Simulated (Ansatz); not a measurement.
System: sum formula SiN₂H₃Br₂, charge -1, multiplicity 1. It need not be the lowest isomer of its formula. Whether it binds its extra electron was not tested at this geometry. 
Structure (B3LYP-D3(BJ)/def2-TZVP (Ansatz, a program for electronic structure) minimum search):
```
Si
N 1 1.6112
H 2 1.0110 1 118.46
N 1 1.7299 2 114.37 3 -166.12
H 4 1.0094 1 115.75 2 -178.75
H 4 1.0111 5 110.37 1 130.47
Br 1 2.3596 2 121.16 3 75.25
Br 1 2.3946 2 115.76 3 -42.69
```
Charge -1, spin multiplicity 1.

Basis-set convergence of Hartree-Fock and CCSD(T) correlation energies (hartree) with Ansatz. Correlated levels leave the core frozen unless marked. Spin-orbit coupling is left out. The frozen core is the preceding noble-gas configuration, with the filled d and f shells of earlier blocks. No relativistic terms.

```json
[
 {"basis": "def2-SVPD", "functions": "170", "E(HF)": "-5543.79138", "E(corr, CCSD(T))": "-0.78907"},
 {"basis": "def2-TZVPPD", "functions": "287", "E(HF)": "-5544.65119", "E(corr, CCSD(T))": "-0.96372"},
 {"basis": "def2-QZVPPD", "functions": "497", "E(HF)": "-5544.76266", "E(corr, CCSD(T))": "-1.03586"}
]
```

Extrapolating the two largest sets (X = 3 and 4) as X^-3: E(corr) = (64·(-1.03586) - 27·(-0.96372))/37 = -1.0885 Eh, an estimate of the basis-set limit. The largest set recovers 95.2 % of it, the smallest 72.5 %.
